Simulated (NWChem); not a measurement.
# C₄H₅N; SMILES C1=NCC=C1

```xyz
10

C      0.7284     0.9756     0.0000
C     -0.6190     1.0150     0.0000
C     -1.0924    -0.4004     0.0000
N      0.0801    -1.2414     0.0000
C      1.0895    -0.4453     0.0000
H      1.4228     1.8166     0.0000
H     -1.2591     1.8985     0.0000
H     -1.7216    -0.6375     0.8784
H     -1.7216    -0.6375    -0.8784
H      2.1165    -0.8298     0.0000
```
Atoms are numbered in this order, from 1.

Results from NWChem. Pople sets run with spherical d functions. Coordinates come from a PBE0/def2-SVP optimisation. Vzz is the largest principal value of the second derivative of the potential at the nucleus (NWChem prints the opposite sign); η is the asymmetry. Non-relativistic.

```json
[
 {"level": "Hartree-Fock/6-31G*", "Vzz N4 (a.u.)": "___", "η N4": "0.29"},
 {"level": "Hartree-Fock/def2-SVP", "Vzz N4 (a.u.)": "-1.020", "η N4": "0.32"},
 {"level": "CAM-B3LYP/def2-SVP", "Vzz N4 (a.u.)": "-0.945", "η N4": "0.24"},
 {"level": "CAM-B3LYP/6-31G*", "Vzz N4 (a.u.)": "-0.889", "η N4": "0.20"}
]
```

Problem. Fill in the missing entries.

Solution. 
- Hartree-Fock/6-31G*, Vzz N4 (a.u.): -0.963
